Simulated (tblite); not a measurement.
C₂H₇OP₂Si₂ (doublet state).
Numbering: `[CH3:1][C:2](=[O:3])[Si:4]1[PH:5][SiH2:6][PH:7]1` (hydrogens: H8, H9, H10 on C1; H11 on P5; H12, H13 on Si6; H14 on P7)
Bond orders are those of one Lewis drawing.

Computed with GFN2-xTB (tblite), gas phase: L-BFGS steps from a force-field or distance-geometry start until the largest atomic force falls under 0.01 eV/Å.

Step 80: E = -553.6458 eV
```
atom  x, y, z in Å  |  force x, y, z in eV/Å
C1     -2.3661    0.7891    0.3094   -0.009  -0.005   0.006
C2     -1.8376   -0.1310   -0.7516    0.007   0.020  -0.006
O3     -2.3785   -0.3251   -1.8108    0.008   0.004   0.012
Si4    -0.1929   -1.0623   -0.3063    0.018  -0.015  -0.001
P5      1.5109   -0.3806   -1.6701    0.000   0.005   0.002
Si6     2.4230    0.2228    0.3180    0.014   0.002   0.000
P7      0.6756   -0.2526    1.6678    0.008   0.005  -0.011
H8     -3.4109    1.0338    0.1262    0.016   0.003  -0.002
H9     -1.7768    1.7069    0.2897   -0.012  -0.030  -0.001
H10    -2.2403    0.3360    1.2907   -0.025   0.013   0.007
H11     2.1300   -1.6206   -1.7386   -0.001   0.007   0.004
H12     3.6366   -0.5139    0.6619   -0.017   0.006  -0.012
H13     2.6531    1.6648    0.3327    0.005  -0.012  -0.007
H14     1.1733   -1.4676    2.0988   -0.014  -0.002   0.011
```

Step 81: E = -553.6460 eV
```
atom  x, y, z in Å  |  force x, y, z in eV/Å
C1     -2.3720    0.7852    0.3105    0.003   0.022   0.007
C2     -1.8365   -0.1289   -0.7520   -0.015   0.010  -0.001
O3     -2.3755   -0.3208   -1.8124    0.013  -0.001  -0.006
Si4    -0.1917   -1.0594   -0.3065    0.021  -0.001   0.008
P5      1.5122   -0.3775   -1.6693    0.001  -0.004  -0.011
Si6     2.4293    0.2202    0.3172    0.009   0.005   0.010
P7      0.6778   -0.2449    1.6657    0.002   0.004  -0.013
H8     -3.4185    1.0244    0.1281    0.023  -0.019   0.006
H9     -1.7913    1.7083    0.2880   -0.001  -0.024   0.003
H10    -2.2383    0.3346    1.2919   -0.037   0.012   0.004
H11     2.1282   -1.6188   -1.7413    0.000   0.010   0.001
H12     3.6382   -0.5235    0.6614   -0.013   0.002  -0.011
H13     2.6694    1.6607    0.3325    0.003  -0.013  -0.007
H14     1.1680   -1.4599    2.1042   -0.009  -0.002   0.010
```

Step 82: E = -553.6463 eV
```
atom  x, y, z in Å  |  force x, y, z in eV/Å
C1     -2.3805    0.7811    0.3117    0.005   0.025   0.007
C2     -1.8367   -0.1256   -0.7527   -0.023  -0.002   0.000
O3     -2.3724   -0.3167   -1.8150    0.017   0.000  -0.008
Si4    -0.1892   -1.0516   -0.3067    0.015   0.008   0.012
P5      1.5156   -0.3734   -1.6690    0.004  -0.008  -0.016
Si6     2.4389    0.2164    0.3168    0.000   0.005   0.010
P7      0.6820   -0.2337    1.6633   -0.001  -0.004  -0.010
H8     -3.4301    1.0099    0.1315    0.032  -0.031   0.014
H9     -1.8108    1.7107    0.2858    0.006  -0.015   0.008
H10    -2.2371    0.3331    1.2933   -0.047   0.017  -0.006
H11     2.1250   -1.6177   -1.7447    0.002   0.012  -0.001
H12     3.6413   -0.5367    0.6611   -0.006  -0.005  -0.009
H13     2.6914    1.6543    0.3330    0.004  -0.007  -0.008
H14     1.1619   -1.4504    2.1095   -0.008   0.005   0.008
```

Step 83: E = -553.6466 eV
```
atom  x, y, z in Å  |  force x, y, z in eV/Å
C1     -2.3963    0.7744    0.3139    0.016   0.039  -0.005
C2     -1.8379   -0.1195   -0.7540   -0.025  -0.014   0.011
O3     -2.3675   -0.3106   -1.8194    0.020   0.004  -0.007
Si4    -0.1843   -1.0350   -0.3067   -0.001   0.017   0.012
P5      1.5228   -0.3663   -1.6688    0.008  -0.005  -0.019
Si6     2.4561    0.2095    0.3166   -0.002   0.012   0.005
P7      0.6903   -0.2138    1.6593   -0.009  -0.011   0.000
H8     -3.4513    0.9822    0.1377    0.043  -0.042   0.023
H9     -1.8472    1.7166    0.2822    0.003  -0.024   0.015
H10    -2.2370    0.3310    1.2954   -0.056   0.022  -0.018
H11     2.1203   -1.6158   -1.7488    0.007   0.008  -0.006
H12     3.6464   -0.5619    0.6609   -0.001  -0.012  -0.008
H13     2.7331    1.6430    0.3333    0.001  -0.009  -0.008
H14     1.1518   -1.4341    2.1164   -0.006   0.015   0.006
```

**Question.** Estimate the geometry and energy of step 84. (The exact step hangs on the optimiser's Hessian estimate; all steps are aligned on step 83, rigid shifts and turns removed.)

**Answer.** E = -553.6469 eV, largest force 0.065 eV/Å
```
atom  x, y, z in Å  |  force x, y, z in eV/Å
C1     -2.4090    0.7688    0.3159    0.010   0.017  -0.013
C2     -1.8389   -0.1143   -0.7550   -0.015  -0.030   0.009
O3     -2.3623   -0.3050   -1.8238    0.024   0.011   0.010
Si4    -0.1795   -1.0199   -0.3062   -0.022   0.019   0.007
P5      1.5287   -0.3599   -1.6691    0.011   0.002  -0.016
Si6     2.4703    0.2035    0.3165   -0.009   0.010  -0.007
P7      0.6977   -0.1962    1.6562   -0.016  -0.020   0.012
H8     -3.4680    0.9575    0.1430    0.040  -0.038   0.025
H9     -1.8770    1.7197    0.2793    0.011   0.000   0.020
H10    -2.2380    0.3299    1.2976   -0.055   0.021  -0.028
H11     2.1161   -1.6134   -1.7525    0.012  -0.001  -0.012
H12     3.6496   -0.5837    0.6600    0.010  -0.021  -0.004
H13     2.7674    1.6323    0.3329    0.002   0.004  -0.007
H14     1.1422   -1.4196    2.1231   -0.003   0.026   0.003
```

The energy changes by -0.0004 eV. The first-order estimate −F·Δx gives -0.0005 eV and the mean of the old and new forces, exact on a quadratic surface, -0.0004 eV. The step makes an angle of 86° with the force vector and moves no atom by more than 0.036 Å.

What follows is the cost of the whole relaxation. On Arm Neoverse V1, one thread, shared host with 32 logical CPUs at a one-minute load of 9.5, this took 1.6 s wall.
